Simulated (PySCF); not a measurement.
**Polarisability and C₆ of F (fluorine, neutral)**

[He] 2s2 2p5, 2P determinant. Computed with PySCF 2.14 in aug-cc-pVDZ (4s3p2d, 23 functions), with the non-relativistic Hamiltonian (point nucleus). Coupled (time-dependent) response in atomic units; α is the mean over directions. A double-zeta set is small for polarisabilities.

| method | mean α (bohr³) | α xx, yy, zz | C₆ (like pair) | S(−4) |
| --- | --- | --- | --- | --- |
| UHF | 2.707 | 2.543, 2.789, 2.789 | 6.909 | 2.879 |
| PBE | 3.156 | 2.797, 3.336, 3.336 | 8.089 | 5.267 |
| PBE0 | 2.997 | 2.713, 3.138, 3.138 | 7.686 | 4.272 |
| BP86 | 3.131 | 2.795, 3.299, 3.299 | 8.045 | 5.006 |
| TPSS | 3.136 | 2.784, 3.312, 3.312 | 8.112 | 4.989 |

S(−4) is the Cauchy moment in α(ω) = α(0) + S(−4) ω² + …

Reference α: 3.74 ± 0.08 bohr³ (recommended; Schwerdtfeger and Nagle, table of static dipole polarizabilities (2023 update)). Published C₆: 9.520 (Chu and Dalgarno (2004); Tang, Norbeck and Certain (1976)).

α(iu) at TPSS:

| u (hartree) | α(iu) (bohr³) |
| --- | --- |
| 0 | 3.136 |
| 0.0500 | 3.124 |
| 0.100 | 3.088 |
| 0.200 | 2.959 |
| 0.300 | 2.784 |
| 0.500 | 2.412 |
| 0.750 | 2.009 |
| 1.00 | 1.684 |
| 1.50 | 1.203 |
| 2.00 | 0.8785 |
| 3.00 | 0.5079 |
| 5.00 | 0.2231 |

A single London oscillator, α(iu) = α/(1 + u²/ω²), gives C₆ = (3/4) ω α². Matching the computed C₆ needs ω = 4 × 8.112 / (3 × 3.136²) = 1.10 hartree.

The components differ because the open shell of this determinant is not spherical; for a pure term their mean is the scalar polarisability.
